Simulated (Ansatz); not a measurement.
Ideal-gas functions of C$_{4}$O$_{4}$Ru, SMILES `[O+]#[C][Ru-4]([C]#[O+])([C]#[O+])[C]#[O+]` at 800 K and 1 bar, from an Ansatz frequency run at PBE0-D4/def2-TZVP.

Molar mass 213.11 g/mol, point group C2v (symmetry number 2), electronic degeneracy 1, moments of inertia 379.161, 445.969, 702.091 u Å². Harmonic wavenumbers (cm⁻¹, unscaled): 37, 59, 75, 85, 89, 353, 356, 359, 398, 428, 460, 477, 505, 533, 546, 596, 617, 2083, 2117, 2119, 2215.

Use S(trans) = R[1.5 ln M + 2.5 ln T − 1.1517]; rotational temperatures θ = 24.2544 K / I; S(rot) = R[ln(√π/σ · √(T³/θAθBθC)) + 1.5]; for each mode x = 1.438777 ν̃/T, S = R[x/(eˣ − 1) − ln(1 − e⁻ˣ)] and H = RT x/(eˣ − 1); 1 cm⁻¹ = 0.0119627 kJ/mol; R = 8.31446 J/(mol·K).

Problem. By hand: the entropy, in J/(mol·K).

Solution. Translation 196.2. Rotation: θ = 0.064, 0.0544, 0.0345 K, giving 132.4. Vibration, mode by mode: 30.85, 26.97, 24.98, 23.94, 23.56, 12.23, 12.16, 12.09, 11.27, 10.69, 10.12, 9.84, 9.39, 8.98, 8.79, 8.12, 7.86, 0.95, 0.91, 0.90, 0.78, in all 255.4. Electronic 0.0. Sum 584.0 J/(mol·K).

Problem. By hand: H − E and G − E in kJ/mol, counted from the electronic energy.

Solution. Zero-point energy ½ × 14507 × 0.0119627 = 86.8; thermal vibration 84.5; translation, rotation and pV give 4 RT = 26.6. H − E = 197.9 kJ/mol, and G − E = 197.9 − 800 × 584.0/1000 = -269.3 kJ/mol.

Vibration gives 44 % of the entropy, 130.3 J/(mol·K) of it from the modes under 150 cm⁻¹: soft modes count most, and the harmonic formula is weakest for them.
